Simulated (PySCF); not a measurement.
ClI, charge -1, doublet, at a GFN2-xTB geometry (a state made from the parent by changing its charge; the spin is typed, not shown lowest) (core potentials on I). Base run: PBE0/def2-TZVP (PySCF).

The PySCF input:
```python
from pyscf import gto, scf, dft

mol = gto.Mole()
mol.atom = '''
    Cl   -0.00000000   -0.00000000   -2.27968828
    I     0.00000000    0.00000000    0.73122077
'''
mol.basis = 'def2-tzvp'
mol.ecp = {'I': 'def2-tzvp'}
mol.charge = -1
mol.spin = 1
mol.verbose = 4
mol.build()

mf = dft.UKS(mol)
mf.xc = 'pbe0'
mf.kernel()
mf.analyze()
```

Each row names what was changed in the base input (with any setting that the change needs).

| change | ΔE vs base (µEh) | grid points | electrons on the grid |
|---|---|---|---|
| base | 0.0 | 40840 | 42.99999 |
| grids.becke_scheme = stratmann | -10.5 | 40840 | 43.00000 |
| grids.level = 4 | -10.3 | 60280 | 43.00000 |
| grids.radi_method = gauss_chebyshev | 0.7 | 39512 | 42.99999 |
| grids.atom_grid = (150, 974) | -10.1 | 144880 | 43.00000 |
| grids.level = 2 | -33.8 | 25792 | 43.00003 |
| grids.level = 7 | -10.2 | 175280 | 43.00000 |
| grids.prune = off | -10.2 | 75952 | 43.00000 |
| grids.level = 1 | 35.6 | 14344 | 42.99988 |
| grids.radi_method = delley | 0.7 | 40328 | 42.99999 |
| grids.level = 0 | 914 | 4456 | 43.00085 |

Open shells are given as the SCF converged; they aren't shown to be the lowest states, and a large step between rows can be another state.
